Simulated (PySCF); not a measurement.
# A small calculation by hand: entropy of an ideal gas

BiH5, SMILES [BiH5].

Geometry optimised at B3LYP-D3(BJ)/def2-TZVP. The def2 effective core potentials stand for the cores of Bi; spin–orbit coupling is left out.

PySCF with B3LYP-D3(BJ)/def2-TZVP gives the harmonic wavenumbers 403, 403, 728, 728, 821, 973, 973, 1451, 1485, 1729, 1729, 1751 cm⁻¹ and the rotational temperatures 2.4777, 2.0356, 2.0356 K. The molar mass is 214.02 g/mol, the symmetry number 6, the spin multiplicity 1.

Problem. Work out the entropy at 298.15 K and 1 atm in the rigid-rotor, harmonic-oscillator model.

Solution. 
Translation (Sackur–Tetrode at 1 atm): S = R[1.5 ln M + 2.5 ln T − 1.16487] = 175.7 J/(mol K).
Rotation: q = (√π/σ) T^1.5/√(θA θB θC) = 475, S = R[ln q + 3/2] = 63.7 J/(mol K).
Vibration: with u = 1.4388 ν/T, each mode gives R[u/(e^u − 1) − ln(1 − e^−u)]:
```tsv
ν (cm⁻¹)	modes	u	S (J/(mol K))
403	2	1.94	7.96
728	2	3.51	2.30
821	1	3.96	0.80
973	2	4.70	0.87
1451	1	7.00	0.06
1485	1	7.17	0.05
1729	2	8.34	0.04
1751	1	8.45	0.02
```
These are all the modes. Sum 12.1 J/(mol K).
Spin: R ln 1 = 0.0 J/(mol K).
Total 251.5 J/(mol K); the program's own thermochemistry gives 251.5. Translation makes up 70 % and vibration 5 %. Anharmonicity, hindered rotation and orbital degeneracy are left out.
